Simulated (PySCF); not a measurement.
Dipole response of Si (silicon, neutral)

[Ne] 3s1 3p3, high-spin 5S determinant (an excited configuration). Calculation: PySCF 2.14, in aug-cc-pwCVQZ (10s9p7d5f3g, 134 functions); the non-relativistic Hamiltonian (point nucleus). Coupled (time-dependent) response in atomic units; α is the mean over directions.

| method | mean α (bohr³) | C₆ (like pair) | S(−4) |
| --- | --- | --- | --- |
| wB97M-V | 39.39 | 310.3 | 646.9 |

S(−4) is the Cauchy moment in α(ω) = α(0) + S(−4) ω² + …

α(iu) at wB97M-V:

```csv
u (hartree),α(iu) (bohr³)
0,39.39
0.0500,37.85
0.100,34.00
0.200,24.69
0.300,17.39
0.500,9.276
0.750,5.012
1.00,3.121
1.50,1.576
2.00,0.9781
3.00,0.5146
5.00,0.2393
```
